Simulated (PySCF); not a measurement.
`[SiH2]1[SiH2][SiH2][SiH2][SiH2]1`. Computed geometry: GFN2-xTB, gas phase.

```
atom  x, y, z in Å
Si1    0.8727    1.2942    1.2279
Si2    1.8504   -0.6363    0.3479
Si3    0.2693   -1.6888   -1.0117
Si4   -1.6830   -0.4067   -0.9760
Si5   -1.3101    1.4371    0.4084
H6     0.8907    1.2837    2.6959
H7     1.6513    2.4912    0.8871
H8     2.3169   -1.5323    1.4133
H9     3.0772   -0.3229   -0.3957
H10    0.0174   -3.0658   -0.5698
H11    0.7681   -1.8578   -2.3817
H12   -2.8376   -1.1930   -0.5253
H13   -2.0681    0.0113   -2.3295
H14   -1.5285    2.6976   -0.3115
H15   -2.2911    1.4967    1.4991
```

Task: What is the longest distance between nuclei?

Result: 8 pairs, among them H9···H12, H9···H15 and H7···H12, 5.980 Å down to 5.971 Å.

Task: Work out the bond lengths Si1–H6, Si1–H7, Si3–H10, Si3–H11, Si4–H12 in Å.

Result: For Si1–H6 the difference vector is (0.0180, -0.0105, 1.4680) Å, of length 1.4681 Å. Si1–H6 1.468; Si1–H7 1.468; Si3–H10 1.468; Si3–H11 1.468; Si4–H12 1.468 Å.

Task: How far apart are these pairs, which share no bond: Si1···Si3, Si2···H7, Si2···H11, Si3···H14, H6···H9, H8···H15?

Result: Si1···Si3 3.779 Å (2 bonds apart); Si2···H7 3.180 Å (2 bonds apart); Si2···H11 3.180 Å (2 bonds apart); Si3···H14 4.792 Å (3 bonds apart); H6···H9 4.113 Å (3 bonds apart); H8···H15 5.515 Å (4 bonds apart).

Task: Where is the centre of mass (commonest isotopes), and what is the radius of gyration?

Result: Mass 149.963 u; centre at (0.000, 0.000, -0.001) Å; Rg = √(Σ m r²/M) = 2.082 Å. As Ia + Ib + Ic = 2 Σ m r², the three principal moments sum to 1300.5 u·Å².

Task: Give the dihedral angles H11–Si3–Si4–H12, Si2–Si3–Si4–H12, Si1–Si2–Si3–Si4, H6–Si1–Si5–Si4.

Result: H11–Si3–Si4–H12 114° (anticlinal); Si2–Si3–Si4–H12 -123° (anticlinal); Si1–Si2–Si3–Si4 0° (synperiplanar); H6–Si1–Si5–Si4 -123° (anticlinal). Dihedral signs follow IUPAC: positive where, seen along the central bond, the front bond turns clockwise onto the rear one.

Task: What is the repulsion energy of the bare nuclei, Σ ZA·ZB/RAB?

Result: 493.03 Eh over 105 pairs, with full nuclear charges and distances in bohr; the largest single term is 44.41 Eh (Si4 with Si5, or a pair equal to it).

Task: What are the angles Si5–Si1–H7, Si2–Si1–H7, Si4–Si3–H10, Si2–Si3–H11?

Result: From the scalar product of the two bond vectors; for Si5–Si1–H7 it is -1.2492 Å² over 2.3359 × 1.4681 Å², cos θ = -0.3643. Si5–Si1–H7 111.4°; Si2–Si1–H7 111.4°; Si4–Si3–H10 111.5°; Si2–Si3–H11 111.4°.

Task: How far are the heavy atoms from their best plane (unweighted least squares)?

Result: 0.001 Å rms; none is more than 0.001 Å off.

Task: Write the matrix of distances between heavy atoms (Å, lower triangle).

Result: 
```
Si1   0.000
Si2   2.336  0.000
Si3   3.779  2.336  0.000
Si4   3.779  3.780  2.336  0.000
Si5   2.336  3.780  3.779  2.336  0.000
```

The point group is D5h within 0.08 Å; differences among equivalent distances and angles are scatter left by the optimiser. No frequency check.
